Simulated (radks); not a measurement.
Values are calculated unless marked as measured or tabulated.
All-electron atom: Si III in [Ne] 3s2.

Code: a radial shooting solver on a logarithmic mesh with Libxc functionals. Model: scalar-relativistic Kohn-Sham, PBE, spin-polarised, spherical densities, finite nucleus; Fermi nuclear charge, rms radius 3.1224 fm.

Energy parts (eV):
part                      energy
total                  -7863.124
kinetic                 7883.752
electron-nucleus      -18525.289
Hartree                 3326.453
exchange-correlation    -548.040

Orbitals (lengths in bohr, moments of r in powers of bohr; <r^-3> diverges for s and p1/2; r(max) is where P^2 peaks):
orbital  occ.  eigenvalue (eV)    <r^2>  <r^-3>   r(max)   <1/r>
1s          2        -1807.841  0.01668       -  0.07261   13.64
2s          2        -160.8037   0.3844       -   0.4542   2.583
2p          6        -116.9098   0.3626   48.48   0.3874   2.465
3s          2         -28.5362    4.363       -    1.695  0.6975
3p          0         -20.5041    5.780   3.905    1.906  0.5993
3d          0         -10.6989    10.69  0.1490    2.466  0.4035

The highest occupied level is 3s at -28.536 eV. The electron density at the nucleus is 1917 e/bohr^3 (large components only).
